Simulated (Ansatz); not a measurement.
ClGeH₅Si (`[SiH3][GeH2][Cl]`), relaxed with RKS PBE-D4/def2-SVP in Ansatz from a rough embedded geometry. The force threshold is 0.03 eV/Å; the program also tests the step.

The species carries charge 0 and has multiplicity 1.

Start:

```xyz
8

Si   -1.078    0.145   -0.343
Ge    1.018   -0.295    0.330
Cl    1.951    1.538    0.918
H    -1.736   -1.068   -0.793
H    -1.105    1.068   -1.513
H    -1.897    0.781    0.739
H     1.833   -0.924   -0.845
H     1.013   -1.245    1.507
```

```json
{"step": "1", "energy (eV)": "-76969.1323", "largest force (eV/Å)": "1.679", "largest move (Å)": "0.000"}
{"step": "2", "energy (eV)": "-76969.3383", "largest force (eV/Å)": "0.284", "largest move (Å)": "0.117"}
{"step": "3", "energy (eV)": "-76969.3490", "largest force (eV/Å)": "0.065", "largest move (Å)": "0.049"}
{"step": "4", "energy (eV)": "-76969.3511", "largest force (eV/Å)": "0.036", "largest move (Å)": "0.029"}
{"step": "5", "energy (eV)": "-76969.3518", "largest force (eV/Å)": "0.025", "largest move (Å)": "0.021"}
```

End:

```xyz
8

Si   -1.172    0.172   -0.386
Ge    1.054   -0.348    0.322
Cl    1.958    1.563    0.916
H    -1.861   -1.097   -0.814
H    -1.109    1.128   -1.543
H    -1.925    0.796    0.754
H     1.941   -0.933   -0.810
H     1.115   -1.280    1.562
```

Hardware: 2 threads of a server CPU on a shared host. Wall time 14 s, peak host memory 0.13 GiB.
